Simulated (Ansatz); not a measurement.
Geometry optimisation, RKS BHLYP-D4/def2-SVP (Ansatz).

Input:

```yaml
crystal:
  periodic: [false, false, false]
  atoms:
    - { symbol: B, position_ang: [-0.043458, -0.172522, 0.015932] }
    - { symbol: O, position_ang: [-0.046457, -0.383454, 1.385369] }
    - { symbol: H, position_ang: [-0.918914, -0.56229, 1.727963] }
    - { symbol: C, position_ang: [1.34563, 0.004942, -0.6836] }
    - { symbol: H, position_ang: [1.610511, -0.946133, -1.167469] }
    - { symbol: H, position_ang: [1.299436, 0.754339, -1.477292] }
    - { symbol: H, position_ang: [2.153935, 0.264392, 0.003727] }
    - { symbol: C, position_ang: [-1.408491, -0.174305, -0.771149] }
    - { symbol: H, position_ang: [-2.134485, -0.901001, -0.387878] }
    - { symbol: H, position_ang: [-1.862062, 0.81766, -0.650968] }
    - { symbol: H, position_ang: [-1.287403, -0.341116, -1.843922] }
    - { symbol: Cl, position_ang: [0.119025, 2.770125, 0.876127] }
    - { symbol: H, position_ang: [0.412932, 1.753961, 1.676161] }
basis:
  gaussian: { orbitals: def2-SVP }
hamiltonian:
  xc: { name: BHLYP }
  dispersion: d4
relax:
  f_tol: 0.03
  max_steps: 50
output:
  orbitals: {}
```

Launched with:

```bash
$ ansatz run input.yaml --threads 4 --pin off --max-ram 5120MiB --backend cpu --events-out ev --progress --plain --runs-dir out
```

Question: Where does it end, and by what steps?

Answer: The run converged. The force dipped under the threshold on the way, but the program's further checks kept it going. After 23 steps the energy has fallen by 0.164 eV; Cl12 moved furthest, 2.28 Å.

```
step  energy less start (eV)  largest force component (eV/Å)  accepted
   0                  0.0000                           0.901       yes
   1                 -0.0496                           0.988       yes
   2                 -0.0821                           0.287       yes
   3                 -0.0882                           0.900       yes
   4                 -0.1012                           0.381       yes
   5                 -0.1071                           0.203       yes
   6                 -0.1131                           0.130       yes
   7                 -0.1171                           0.052       yes
   8                 -0.1218                           0.239       yes
   9                 -0.1247                           0.379       yes
  10                 -0.1296                           0.254       yes
  11                 -0.1362                           0.141       yes
  12                 -0.1405                           0.342       yes
  13                 -0.1428                           0.414       yes
  14                 -0.1503                           0.186       yes
  15                 -0.1557                           0.104       yes
  16                 -0.1573                           0.222       yes
  17                 -0.1587                           0.245       yes
  18                 -0.1613                           0.322       yes
  19                 -0.1629                           0.066       yes
  20                 -0.1634                           0.016       yes
  21                 -0.1637                           0.037       yes
  22                 -0.1638                           0.056       yes
  23                 -0.1640                           0.015       yes
```

```xyz
13
Properties=species:S:1:pos:R:3
B -0.281 0.044 -0.168
O -0.451 0.409 1.138
H -1.302 0.180 1.506
C 1.111 0.348 -0.820
H 1.683 -0.588 -0.863
H 1.014 0.693 -1.853
H 1.701 1.070 -0.252
C -1.452 -0.655 -0.953
H -2.282 -0.994 -0.325
H -1.858 0.055 -1.685
H -1.087 -1.509 -1.533
Cl 1.678 2.316 2.480
H 0.765 1.517 2.030
```

Whether the end is a true minimum wasn't checked by a vibrational analysis.

The run took 74 s on 4 threads of Arm Neoverse N1, on a shared host, peak memory 0.26 GiB.
